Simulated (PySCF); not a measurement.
BrHOSn, SMILES [OH][Sn][Br] (connectivity only; charge and spin as stated), neutral, multiplicity 1.

The structure is a stationary point at B3LYP-D3(BJ)/def2-TZVP. The def2 effective core potentials stand for the cores of Sn; spin–orbit coupling is left out. The values are those of a single conformer.

Calculation: PySCF with IEF-PCM-PBE0/def2-SVP.

The values are the electrostatic part of the solvation free energy, E(continuum) − E(gas) at the gas-phase geometry, in a cavity of scaled van der Waals radii (PySCF's table); cavitation and dispersion terms are not included. A continuum can't describe solvent molecules that bind to the metal. In vacuum the orbital gap is 5.09 eV. The dipole moment in vacuum is 1.77 D.

Computed values in water (ε = 78.36), 1-octanol (ε = 9.86), N,N-dimethylformamide (ε = 37.22):
| solvent | ε | ΔG(elec) (kcal/mol) | dipole (D) | gap (eV) |
|---|---|---|---|---|
| water | 78.36 | -6.1 | 2.58 | 5.33 |
| 1-octanol | 9.86 | -5.2 | 2.47 | 5.30 |
| N,N-dimethylformamide | 37.22 | -5.9 | 2.56 | 5.33 |
